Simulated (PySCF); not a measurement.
**Correlation energy of Sm+ (samarium, charge +1)**

[Xe] 4f7, high-spin 8S determinant (an excited configuration). All numbers are calculated (PySCF 2.14, the spin-free X2C one-electron Hamiltonian (Gaussian nucleus), in cc-pVDZ-X2C (8s7p5d3f1g, 84 functions)). Frozen: [Kr] 4d10; 15 electrons correlated.

MP2 pair energies summed by pair of shells (mhartree):

```tsv
pair	energy	share (%)
4f-5p	-159.39	32.9
4f-4f	-139.33	28.8
5p-5p	-115.65	23.9
5s-5p	-32.74	6.8
4f-5s	-31.38	6.5
5s-5s	-6.07	1.3
```

Total MP2 correlation energy: -484.56 mhartree.

Same-spin part -252.12 and opposite-spin part -232.44 mhartree; SCS-MP2 scales them by 1/3 and 6/5 to -362.96 mhartree.
